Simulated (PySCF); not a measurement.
Compound: CH₅AsGeN₂.
SMILES with atom numbers: `[N:1]#[C:2][Ge@H:3]([NH2:4])[AsH2:5]` (hydrogens: H6 on Ge3; H7, H8 on N4; H9, H10 on As5)

Method: PySCF 2.14.0, PBE0-D3(BJ)/def2-SVP geometry optimisation, gas phase; density fitting, grid level 1; the optimiser is geomeTRIC in internal coordinates, started from a GFN2-xTB structure with every atom displaced at random (about 0.01 Å).

Step 0: E = -121421.0973 eV
```
atom  x, y, z in Å  |  force x, y, z in eV/Å
N1     -0.2191    2.7536   -0.9138   -0.040   5.086  -0.820
C2     -0.2275    1.6438   -0.7385    0.281  -4.901   0.920
Ge3    -0.1207   -0.2639   -0.4514    0.208   0.287  -0.660
N4     -1.4932   -0.5650    0.6487   -1.441  -0.316   0.748
As5     1.8860   -1.0135    0.6506   -0.281  -0.086   0.396
H6     -0.3457   -0.7750   -1.8815    0.231  -0.249  -0.164
H7     -1.5923   -1.4884    1.0647    0.201   0.054  -0.041
H8     -2.4259   -0.2759    0.3285    0.517   0.021   0.075
H9      1.8403    0.2026    1.5726   -0.076  -0.108   0.068
H10     2.7475   -0.2498   -0.2967    0.399   0.213  -0.523
```

Step 1: E = -121421.2476 eV
```
atom  x, y, z in Å  |  force x, y, z in eV/Å
N1     -0.0886    2.8049   -0.8891   -0.019  -0.547   0.101
C2     -0.1466    1.6566   -0.7048   -0.046   0.536  -0.091
Ge3    -0.1778   -0.2552   -0.4240   -0.187  -0.052   0.143
N4     -1.5932   -0.5608    0.7420    0.581   0.164  -0.523
As5     1.8733   -0.9590    0.6398    0.150   0.079  -0.127
H6     -0.2847   -0.8632   -1.8491   -0.058   0.044   0.157
H7     -1.6056   -1.5338    1.0336   -0.079  -0.130   0.089
H8     -2.4790   -0.3586    0.2855   -0.168   0.017   0.065
H9      1.8354    0.2517    1.5604    0.008   0.020   0.026
H10     2.7162   -0.2140   -0.4112   -0.183  -0.131   0.160
```

Step 2: E = -121421.2670 eV
```
atom  x, y, z in Å  |  force x, y, z in eV/Å
N1     -0.1085    2.8038   -0.8860   -0.003  -0.099   0.028
C2     -0.1561    1.6576   -0.7084   -0.019   0.110  -0.036
Ge3    -0.1677   -0.2545   -0.4342   -0.070  -0.004   0.144
N4     -1.5711   -0.5612    0.7165    0.130  -0.055  -0.228
As5     1.8742   -0.9632    0.6466   -0.029   0.001   0.025
H6     -0.2910   -0.8633   -1.8462   -0.004  -0.006  -0.018
H7     -1.5960   -1.5301    1.0319   -0.039   0.054   0.023
H8     -2.4741   -0.3426    0.2961    0.015   0.007   0.087
H9      1.8392    0.2501    1.5677    0.001  -0.007  -0.010
H10     2.7004   -0.2280   -0.4008    0.017   0.000  -0.016
```

Step 3: E = -121421.2716 eV
```
atom  x, y, z in Å  |  force x, y, z in eV/Å
N1     -0.1243    2.8035   -0.8818    0.000   0.080  -0.001
C2     -0.1641    1.6575   -0.7109   -0.003  -0.075  -0.008
Ge3    -0.1624   -0.2561   -0.4416   -0.011   0.011   0.033
N4     -1.5595   -0.5655    0.6989   -0.032  -0.093  -0.036
As5     1.8721   -0.9659    0.6508   -0.032  -0.010   0.021
H6     -0.2852   -0.8633   -1.8545    0.017   0.000  -0.022
H7     -1.5966   -1.5259    1.0358    0.000   0.047   0.007
H8     -2.4720   -0.3274    0.3139    0.031   0.031   0.035
H9      1.8350    0.2501    1.5672    0.003   0.002  -0.005
H10     2.7064   -0.2385   -0.3946    0.027   0.007  -0.022
```

Problem. Estimate the geometry and energy of step 4. (The exact step hangs on the optimiser's Hessian estimate; all steps are aligned on step 3, rigid shifts and turns removed.)

Solution. E = -121421.2732 eV, largest force 0.081 eV/Å
```
atom  x, y, z in Å  |  force x, y, z in eV/Å
N1     -0.1366    2.8038   -0.8783   -0.002   0.069  -0.003
C2     -0.1703    1.6567   -0.7130    0.002  -0.069  -0.001
Ge3    -0.1599   -0.2579   -0.4472    0.000   0.013  -0.011
N4     -1.5550   -0.5716    0.6888   -0.048  -0.061   0.024
As5     1.8695   -0.9674    0.6536   -0.013   0.000   0.013
H6     -0.2741   -0.8610   -1.8636    0.015   0.001  -0.008
H7     -1.6001   -1.5253    1.0398    0.012   0.017  -0.003
H8     -2.4713   -0.3130    0.3297    0.020   0.031   0.004
H9      1.8324    0.2530    1.5643    0.005   0.000  -0.005
H10     2.7145   -0.2487   -0.3908    0.010  -0.001  -0.010
```

The energy changes by -0.0016 eV. The first-order estimate −F·Δx gives -0.0024 eV and the mean of the old and new forces, exact on a quadratic surface, -0.0016 eV. The step makes an angle of 69° with the force vector and moves no atom by more than 0.021 Å.

The cost below is that of the whole optimisation. On Arm Neoverse N1, one thread (shared host), this took 2.4 min wall and 0.55 GiB of memory at its peak.
